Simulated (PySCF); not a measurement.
## CeB at UHF-SCS-MP2

Computed with UHF-SCS-MP2; PySCF, spin-free X2C with a Gaussian nucleus, basis sets Ce x2c-SVPall, B x2c-SVPall.

```json
{"state": "sextet, about 1.2 electrons in the 4f shell (Mulliken), real f orbitals that mix terms", "bond length": "2.284 Å", "harmonic wavenumber": "586 cm⁻¹", "force constant": "2.07 mdyn/Å", "rotational constant Be": "0.3166 cm⁻¹", "anharmonicity ωexe": "1.44 cm⁻¹", "vibration–rotation constant αe": "0.00124 cm⁻¹"}
```

Correlated steps freeze 19 core orbitals. Spin–orbit coupling is left out, which matters for elements this heavy, above all for dissociation energies. The state is the lowest single determinant that the PBE0 search found; with open d or f shells the true ground state can be another one.
